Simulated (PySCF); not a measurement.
CH₆O₃Si. Atoms are numbered in the order given.

```xyz
11

C      0.0000     0.0000    -1.8449
Si     0.0000     0.0000     0.0070
O     -1.5445    -0.2427     0.5848
O      0.5621     1.4589     0.5848
O      0.9824    -1.2162     0.5848
H     -0.7771     0.6765    -2.2339
H      0.9744     0.3347    -2.2339
H     -0.1974    -1.0112    -2.2339
H     -1.6351    -0.9694     1.2121
H     -0.0220     1.9007     1.2121
H      1.6570    -0.9313     1.2121
```

Coordinates come from a B3LYP-D3(BJ)/def2-SVP optimisation. A frequency run showed that this geometry is not a minimum. One conformer was computed; it need not be the lowest.

Method: CAM-B3LYP/def2-TZVP (PySCF).

Atomic charges (e):

```
atom    IAO  Löwdin
----  -----  ------
C1    -0.77   -0.43
Si2       …   -0.15
O3        …   -0.13
O4        …   -0.13
O5        …   -0.13
H6        …    0.13
H7        …    0.13
H8        …    0.13
H9     0.37    0.18
H10    0.37    0.18
H11    0.37    0.18
```

### Question
What belongs in the gaps? (The exact figures need the calculation; the answer reports its results.)

### Answer

- Si2, IAO: 1.63
- O3, IAO: -0.82
- O4, IAO: -0.82
- O5, IAO: -0.82
- H6, IAO: 0.16
- H7, IAO: 0.16
- H8, IAO: 0.16

Computed Mayer and Wiberg (Löwdin basis) orders of the bonds:
```tsv
bond	Mayer	Wiberg
C1–Si2	1.00	1.18
Si2–O3	1.19	1.61
Si2–O4	1.19	1.61
Si2–O5	1.19	1.61
C1–H6	0.95	0.90
C1–H7	0.95	0.90
C1–H8	0.95	0.90
O3–H9	0.88	1.02
O4–H10	0.88	1.02
O5–H11	0.88	1.02
```
